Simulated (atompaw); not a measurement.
Building the PAW (atompaw) potential for iron (Fe) (PBE, scalar-relativistic).

iron, PAW, made with atompaw 4.2.0.5 (PBE, scalar-relativistic). Core [Ar], reference 3d6 4s2 4p0. Waves: 4s (bound): rc 2.85 bohr; 4s channel at 1.05 Ry: rc 2.85 bohr; 4p (bound, empty): rc 2.85 bohr; 4p channel at 4.25 Ry: rc 2.85 bohr; 3d (bound): rc 1.10 bohr; 3d channel at 3.25 Ry: rc 1.10 bohr. Local part: ultrasoft scheme with l = 3 at -0.5 Ry, radius 2.25 bohr. Core correction: smooth core density matched at 2.60 bohr. Augmentation charge: besselshape compensation charge, radius 2.50 bohr; PAW radius 2.85 bohr; waves and projectors: custom polynom vanderbiltortho.

- Cutoffs needed: 110 Ry and 160 Ry (the cutoffs (Ry, on a coarse ladder) from which the occupation-weighted sum of valence levels, in a spherical-Bessel basis at the reference potential, stays within 10 and 1 mRy of its value at 400 Ry)
- Ghost test: no extra level below or beside the all-electron valence levels (s, p, d, f tested) (spherical-Bessel basis up to 400 Ry, 20 bohr box)
- Lowest eigenvalue of the overlap operator: 0.01 (s channel)
- Overlap eigenvalues printed by atompaw (projector basis): 0.000238, 0.0351, 0.329, 13.4, 27.2, 57.4
- Share of each valence orbital outside the PAW sphere: 4s 48 %, 4p 79 %, 3d 3 %
